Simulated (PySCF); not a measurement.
C₂H₅F, SMILES CCF (connectivity only; charge and spin as stated), charge +1, multiplicity 2. Atoms are numbered in the order given.

```xyz
8

C     -0.1780     1.1981     0.0000
C      0.4278    -0.1139     0.0000
F     -0.3289    -1.1700     0.0000
H      0.5668     1.9924     0.0000
H     -0.8655     1.3057    -0.8627
H     -0.8655     1.3057     0.8627
H      1.3126    -0.2895     0.7383
H      1.3126    -0.2895    -0.7383
```
Charge +1, spin multiplicity 2.

Coordinates come from a PBE0-D3(BJ)/def2-TZVP optimisation. The multiplicity is an assumed one; other spin states were not compared.

Method: PBE/pcH-1 (PySCF).

Unrestricted Kohn–Sham, ⟨S²⟩ = 0.752. Hyperfine tensors hold the contact and dipolar terms, without spin-orbit corrections.

### Question
Estimate the hyperfine couplings. (Estimate from the structure and the level; the computed values follow.)

### Answer

```csv
nucleus,A(iso) (MHz),A(iso) (G),dipolar principal values (MHz)
13C no. 1,-19.0,-6.8,"-11.8, -9.5, 21.4"
13C no. 2,-29.2,-10.4,"-30.7, -27.8, 58.5"
19F no. 3,57.7,20.6,"-405.0, -388.6, 793.5"
1H no. 4,-6.0,-2.1,"-3.6, -2.9, 6.4"
1H no. 5,194.3,69.3,"-9.2, -6.1, 15.3"
1H no. 6,194.3,69.3,"-9.2, -6.1, 15.3"
1H no. 7,497.2,177.4,"-17.9, -16.7, 34.5"
1H no. 8,497.2,177.4,"-17.9, -16.7, 34.5"
```

### Question
And the g tensor (effective nuclear charges for spin-orbit coupling, GIAO)? (The exact figures need the calculation; the answer reports its results.)

### Answer
principal values 2.0021, 2.0077, 2.0141; isotropic 2.0080.
